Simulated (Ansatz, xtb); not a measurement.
Breaking a bond: LiCl, singlet.

Methods: GFN1-xTB (xtb); UHF/cc-pVDZ (Ansatz, a program for electronic structure); RCCSD = CCSD on RHF/cc-pVDZ, frozen core (Ansatz); UCCSDT = CCSDT on UHF/cc-pVDZ, frozen core in Ansatz.

Energies are in mEh, each relative to the lowest point of its own curve near equilibrium.

```tsv
R / Å	GFN1-xTB	UHF	RCCSD	UCCSDT
1.48	127.5	138.1	137.1	137.2
1.61	49.0	68.2	67.6	67.7
1.70	21.7	38.6	38.4	38.5
1.84	3.2	12.5	12.5	12.6
1.87	1.6	9.2	9.2	9.3
1.94	0.0	3.7	3.8	3.9
2.01	0.6	0.9	0.9	0.9
2.09	3.0	0.0	0.0	0.0
2.13	4.7	0.3	0.3	0.3
2.23	9.9	2.9	2.7	2.7
2.31	14.6	6.2	6.0	5.9
2.49	26.2	16.3	16.1	16.0
2.70	40.3	30.3	30.3	30.1
3.02	61.2	52.2	52.9	52.6
3.37	81.9	74.2	75.8	75.6
3.66	96.9	90.2	92.6	92.4
4.05	114.2	108.6	111.9	111.8
4.47	129.1	124.9	128.9	128.8
4.99	142.3	128.6	145.3	—
5.43	—	129.2	155.9	—
6.09	—	129.5	173.9	—
6.95	—	129.5	185.9	—
7.99	—	129.6	196.9	—
```

At the longest distance, 7.99 Å, RCCSD lies highest above its minimum (196.9 mEh) and UHF lowest (129.6 mEh).

Dashes: no converged value, or the column stops at the first point that the program doubted or that broke a chosen test of continuity, which isn't proof of a fault.

The unrestricted determinant behind UHF, UCCSDT is spin-contaminated at 4.99 to 7.99 Å (<S²> up to 1.0, against 0.00 for a pure singlet). The T1 diagnostic of CCSD on the restricted reference of RCCSD exceeds 0.045 at 4.99 to 7.99 Å.
